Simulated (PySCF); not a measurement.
## Gas-phase XPS of `[SiH3]Cc1cccc(S)c1`, computed

C₇H₁₀SSi.
Geometry (PBE0-D3(BJ)/def2-SVP, Å), atoms numbered from 1 in this order:
```xyz
19
C7H10SSi angstrom
Si    -2.6303    0.8074   -0.6561
C     -1.7524   -0.1694    0.7113
C     -0.2810   -0.2914    0.4412
C      0.2285   -1.3672   -0.2981
C      1.5898   -1.4460   -0.5771
C      2.4673   -0.4613   -0.1320
C      1.9729    0.6212    0.6040
S      3.0025    1.9194    1.2168
C      0.6037    0.6977    0.8823
H     -2.0607    2.1860   -0.7395
H     -2.4413    0.1211   -1.9699
H     -4.0953    0.9036   -0.3655
H     -2.2238   -1.1629    0.7779
H     -1.9392    0.3407    1.6699
H     -0.4482   -2.1480   -0.6539
H      1.9791   -2.2911   -1.1502
H      3.5338   -0.5368   -0.3559
H      4.1640    1.4427    0.7248
H      0.2179    1.5444    1.4573
```

Computed, not measured: PySCF, delta-SCF UKS SCAN, pcX-2 on the ionised atom, pcseg-1 elsewhere, spin-free X2C. These are vertical core ionisation energies against the vacuum level, from separate self-consistent calculations with and without the core hole.

Give the core binding energies atom by atom.

```csv
atom(s),environment,level,binding energy (eV),2p1/2 (eV),above the level's lowest (eV),count
Si1,SiH3 silicon,Si 2p3/2,106.55,107.18,0.00,1
Si1,SiH3 silicon,Si 1s,1846.29,–,0.00,1
C2,sp3 carbon bound to silicon,C 1s,290.33,–,+0.53,1
C3,substituted aromatic carbon,C 1s,290.42,–,+0.62,1
C4,aromatic CH carbon,C 1s,289.80,–,0.00,1
C5,aromatic CH carbon,C 1s,290.18,–,+0.38,1
C6,aromatic CH carbon,C 1s,289.99,–,+0.19,1
C7,substituted aromatic carbon,C 1s,290.93,–,+1.13,1
S8,thiol sulfur,S 1s,2477.42,–,0.00,1
C9,aromatic CH carbon,C 1s,289.93,–,+0.13,1
```

Lowest listed C 1s: C4, bonded to 2 C (aromatic in the SMILES) and H. Highest, 1.13 eV above it: C7, bonded to S and 2 C (aromatic in the SMILES). The widest gap between neighbouring values is 0.51 eV, between 290.42 and 290.93 eV.

Which photon wavelength matches the S 1s of S8 threshold?

λ = hc/E = 12398.42 eV Å / 2477.42 eV = 5.005 Å.

Not every level is listed. The unrestricted hole states depart most from a pure doublet (⟨S²⟩ = 0.75; over 0.85 named) for C 1s of C3 (0.86) and C 1s of C7 (0.87), which makes these values less certain. 2p3/2 and 2p1/2 are the ΔSCF energy of one spin-free 2p hole plus the eigenvalues of a spin–orbit and ligand-field matrix of the shell. 2p1/2 minus 2p3/2 (ligand field included): Si 0.62 eV. One conformer (not necessarily the lowest) at the PBE0-D3(BJ)/def2-SVP geometry, without solvent, vibrations or thermal averaging.

On an Arm Neoverse N1 with one thread, on a shared host, this took 6.9 min of wall time.
